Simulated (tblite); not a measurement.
C₄H₁₃ClSSi₂.
Geometry (GFN2-xTB, Å), atoms numbered from 1 in this order:
```xyz
21
C4H13ClSSi2 angstrom
C     -3.984    0.602    0.363
C     -3.001   -0.535    0.109
Si    -1.206    0.067    0.042
Cl    -0.634    0.791    1.848
S      0.019   -1.609   -0.503
C      1.650   -1.113    0.177
C      2.263    0.061   -0.552
Si     3.992    0.519    0.126
H     -3.756    1.106    1.299
H     -5.003    0.223    0.419
H     -3.937    1.337   -0.437
H     -3.253   -1.028   -0.830
H     -3.113   -1.287    0.892
H     -1.020    1.146   -0.927
H      1.506   -0.901    1.235
H      2.264   -2.007    0.075
H      1.597    0.921   -0.463
H      2.320   -0.178   -1.615
H      4.377   -0.434    1.168
H      4.966    0.470   -0.965
H      3.945    1.867    0.692
```

Computed with GFN2-xTB (tblite): harmonic, unscaled wavenumbers at the GFN2-xTB geometry, gas phase. Against measured fundamentals such values can be off by several per cent, at times by over 20. Modes of hydrogen on silicon can be 10 to 20 % off. One conformer, not necessarily the lowest. The optimisation stopped once no atom felt more than 0.01 eV/Å.

Lowest wavenumbers of the output (negative numbers stand for imaginary wavenumbers):
```
mode    cm-1
  1    -108.6
  2      26.6
  3      46.0
  4      51.1
  5      69.9
  6     105.9
  7     131.9
  8     169.6
  9     188.4
 10     191.8
```

Q: Is this structure a minimum?

A: No. 1 mode is imaginary beyond 20i (109i cm⁻¹), so at this level the point lies at or near a first-order saddle.

Q: Which atoms move in the imaginary mode?

A: 109i: H20 (Si–H hydrogen) 31 %, H21 (Si–H hydrogen) 30 %, H19 (Si–H hydrogen) 26 %. These are shares of the mass-weighted motion.

Q: What is the remedy?

A: Step along that mode in both directions, optimise again with tighter thresholds and repeat the frequencies. The zero-point energy of this point (98.0 kcal/mol) counts the 56 real modes alone, and thermal corrections from it aren't those of a minimum.
